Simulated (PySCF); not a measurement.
Species: GaH2(vinyl), C2H5Ga.
Cartesian coordinates in Å at the PBE0-D3(BJ)/def2-SVP level; atoms count from 1:
```
atom  x, y, z in Å
Ga1    0.8738    1.1632   -0.3624
H2     2.0859    1.5019   -1.3028
H3     0.2329    2.2522    0.5762
C4     0.0851   -0.6191   -0.2928
C5    -0.9462   -0.8788    0.5262
H6     0.4598   -1.4438   -0.9134
H7    -1.3760   -0.1063    1.1762
H8    -1.4153   -1.8693    0.5929
```

Computed with TDDFT CAM-B3LYP/def2-SVPD, vertical, gas phase, core orbitals frozen in the response in PySCF. Relativistic effects, spin–orbit coupling among them, are left out although an element past zinc is present.

Computed states:

| state | E (eV) | f |
| --- | --- | --- |
| S1 | 4.87 | 0.0018 |
| S2 | 5.29 | 0.0002 |
| S3 | 5.85 | 0.176 |
| S4 | 6.90 | 0.0085 |
| S5 | 7.67 | 0.083 |
| S6 | 7.78 | 0.031 |
| S7 | 7.86 | 0.168 |
| S8 | 7.95 | 0.0099 |
| S9 | 8.12 | 0.290 |
| S10 | 8.16 | 0.0029 |
| S11 | 8.39 | 0.018 |
| S12 | 8.40 | 0.0053 |
| S13 | 8.53 | 0.095 |
| S14 | 8.60 | 0.0012 |
| S15 | 8.63 | 0.076 |

Broadening: Gaussians 0.25 eV wide at half height, area fixed by f = 4.319×10⁻⁹ ∫ε dν̃. The width is an assumption, not a result. The curve ends short of the highest state used, and states not computed would add to its high-energy end.

Problem. Give the broadened spectrum and its maxima.

Solution. 
(E (eV), ε (L mol⁻¹ cm⁻¹)): (4.50, 0), (4.58, 4), (4.66, 26), (4.75, 98), (4.83, 178), (4.91, 183), (4.99, 107), (5.07, 37), (5.16, 14), (5.24, 19), (5.32, 20), (5.40, 15), (5.49, 74), (5.57, 661), (5.65, 3506), (5.73, 10549), (5.81, 17990), (5.90, 16635), (5.98, 8488), (6.06, 2455), (6.14, 402), (6.23, 27), (6.31, 1), (6.39, 0), (6.47, 0), (6.55, 4), (6.64, 49), (6.72, 228), (6.80, 602), (6.88, 901), (6.97, 720), (7.05, 323), (7.13, 82), (7.21, 13), (7.29, 16), (7.38, 220), (7.46, 1325), (7.54, 4712), (7.62, 10601), (7.71, 18101), (7.79, 23581), (7.87, 24800), (7.95, 23830), (8.03, 28484)

Maxima: 254 nm (4.87 eV), ε about 190, made up of S1 (100%); 234 nm (5.29 eV), ε about 21, made up of S2 (99%); 212 nm (5.85 eV), ε about 19000, made up of S3 (100%); 180 nm (6.90 eV), ε about 910, made up of S4 (100%); 158 nm (7.85 eV), ε about 25000, made up of S6 (11%) and S7 (72%) (hardly more than a shoulder) (ε in L mol⁻¹ cm⁻¹; maxima over ε = 5, shares over 10%). At its high-energy end, 8.03 eV, the curve is still rising (ε about 28000, from S7 and S9).

Problem. What would ε be at 7.85 eV, the highest of these maxima, with half the width (0.125 eV)?

Solution. About 39400 L mol⁻¹ cm⁻¹ against 25000, a factor of about 1.6; a lone state at its own centre would give exactly 2.

Problem. On this curve, what absorbance would a 10⁻⁴ mol/L sample give at 222 nm over a 1 cm path?

Solution. 222 nm is 5.585 eV, where ε is about 940 L mol⁻¹ cm⁻¹, so A = ε c l ≈ 0.094 (Beer–Lambert, with the gas-phase spectrum and the assumed width).

Problem. Coming from long wavelengths, where does ε first pass 100 L mol⁻¹ cm⁻¹?

Solution. At about 261 nm (4.75 eV), 0.12 eV below S1.

The vertical ionisation energy (ΔSCF) is 10.36 eV, 1.72 eV above S15.

One conformer stands for the species.
